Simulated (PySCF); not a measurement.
Sn(H)(F)2(vinyl) (C2H4F2Sn), SMILES C=[CH][SnH]([F])[F].

Geometry: PBE0-D3(BJ)/def2-SVP. The structure was generated by enumeration; whether it is a known compound was not checked. The def2 effective core potentials stand for the cores of Sn; spin–orbit coupling is left out. Other conformers were not sampled.

Computed with TDA-PBE/def2-SVPD (PySCF).

Vertical excitations. Isolated molecule, no solvent. State labels are in the subgroup Cs.

```tsv
state	symmetry	energy (eV)	λ (nm)	f	main pairs
S1	A"	5.58	222	0.001	HOMO→LUMO 97 %
S2	A"	6.08	204	0.001	HOMO−1→LUMO+1 97 %
S3	A'	6.31	196	0.002	HOMO−2→LUMO 94 %
S4	A'	6.37	195	0.005	HOMO−4→LUMO 69 %, HOMO→LUMO+1 20 %
S5	A"	6.41	193	0.005	HOMO−3→LUMO 95 %
S6	A'	6.51	191	0.059	HOMO→LUMO+1 50 %, HOMO−4→LUMO 29 %, HOMO→LUMO+2 9 %
S7	A'	6.88	180	0.121	HOMO−1→LUMO 34 %, HOMO−1→LUMO+3 33 %, HOMO−3→LUMO+1 11 %, HOMO→LUMO+2 8 %
S8	A"	6.96	178	0.000	HOMO−5→LUMO 86 %
S9	A"	7.03	176	0.005	HOMO−2→LUMO+1 48 %, HOMO−4→LUMO+1 39 %
S10	A"	7.03	176	0.002	HOMO−4→LUMO+1 42 %, HOMO−2→LUMO+1 29 %, HOMO−1→LUMO+2 15 %, HOMO−5→LUMO 6 %
T1	A'	4.42	281	0	HOMO−1→LUMO 96 %
T2	A"	5.19	239	0	HOMO→LUMO 98 %
T3	A'	5.54	224	0	HOMO→LUMO+1 96 %
T4	A"	5.85	212	0	HOMO−1→LUMO+1 98 %
```
Triplets are in the Tamm–Dancoff approximation.
